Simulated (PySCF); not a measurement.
Cost of response and excited-state runs on `InChI=1S/C9H5N/c1-3-8-5-4-6-9(7-8)10-2/h1,4-7H`

Atoms are numbered as in `[C-:1]#[N+:2][c:3]1[cH:4][cH:5][cH:6][c:7]([C:8]#[CH:9])[cH:10]1`. Hydrogens are named by the atom that carries them.

PySCF with density fitting, on 1 thread of an Arm Neoverse V1, shared host. Command: `OMP_NUM_THREADS=1 python excited_run.py task.json out`

(1) How long does each of these runs take, and how much memory?
- excited states, BHandHLYP/def2-SVPD; two-photon moments; 10 states; quadratic response for 5 states; 0 triplets; guess atom
- excited states, HF/def2-SVPD; two-photon moments; 4 states; quadratic response for 5 states; 0 triplets; IEF-PCM cyclohexane; core not frozen
- excited states, HSE06/def2-SVPD; two-photon moments; 20 states; quadratic response for 5 states; 0 triplets; fitting basis def2-qzvpp-jkfit; writes grids

## Answers

(1) 
```tsv
run	level	basis functions	wall time	peak memory (GiB)
excited states	BHandHLYP/def2-SVPD	240	69 s	1.1
excited states	HF/def2-SVPD	240	29 s	0.94
excited states	HSE06/def2-SVPD	240	2 min	1
```
Times from a shared host are rough.
